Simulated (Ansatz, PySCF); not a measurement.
Dissociation curve of SMILES [CH3][AlH][CH3] (C2H7Al). The Al1–C7 bond (Al1 also carries C, H; C7 carries H, H, H) is stretched with both fragments frozen at the PBE0/def2-SVP optimised geometry.

Computed with: UMP2/6-31G* = PySCF with unrestricted MP2 (frozen core)/6-31G*, spherical d; UKS-PBE = Ansatz (a first-principles code) with unrestricted PBE/cc-pVDZ; RKS-CAM-B3LYP = restricted CAM-B3LYP/cc-pVDZ in Ansatz.

Energies are in kcal/mol, each relative to the lowest point of its own curve near equilibrium.

| R / Å | UMP2/6-31G* | UKS-PBE | RKS-CAM-B3LYP |
|---|---|---|---|
| 1.62 | 35.4 | 34.5 | 32.7 |
| 1.71 | 16.9 | 16.8 | 15.4 |
| 1.82 | 4.8 | 5.0 | 4.2 |
| 1.91 | 0.7 | 0.8 | 0.5 |
| 1.96 | 0.0 | 0.0 | 0.0 |
| 2.01 | 0.2 | 0.0 | 0.3 |
| 2.09 | 2.1 | 1.5 | 2.2 |
| 2.20 | 6.7 | 5.3 | 6.8 |
| 2.37 | 16.7 | 13.9 | 16.5 |
| 2.56 | 29.5 | 25.0 | 29.0 |
| 2.85 | 56.2 | 41.9 | 48.2 |
| 3.19 | 76.8 | 59.3 | 68.6 |
| 3.64 | 86.4 | 76.5 | 90.5 |
| 4.13 | 89.4 | 84.7 | 108.6 |
| 4.76 | 90.5 | 88.4 | 125.2 |
| 5.65 | 90.9 | 89.8 | 139.4 |

At the longest distance, 5.65 Å, RKS-CAM-B3LYP lies highest above its minimum (139.4 kcal/mol) and UKS-PBE lowest (89.8 kcal/mol).

The unrestricted determinant behind UMP2/6-31G* is spin-contaminated at 2.85 to 5.65 Å (<S²> up to 1.0, against 0.00 for a pure singlet). The unrestricted solution behind UKS-PBE changes between 3.64 and 4.13 Å, which can leave a kink. The unrestricted determinant behind UKS-PBE is spin-contaminated at 3.64 to 5.65 Å (<S²> up to 1.0, against 0.00 for a pure singlet). The restricted form behind RKS-CAM-B3LYP keeps the bonding electrons paired and can't separate into open-shell fragments.
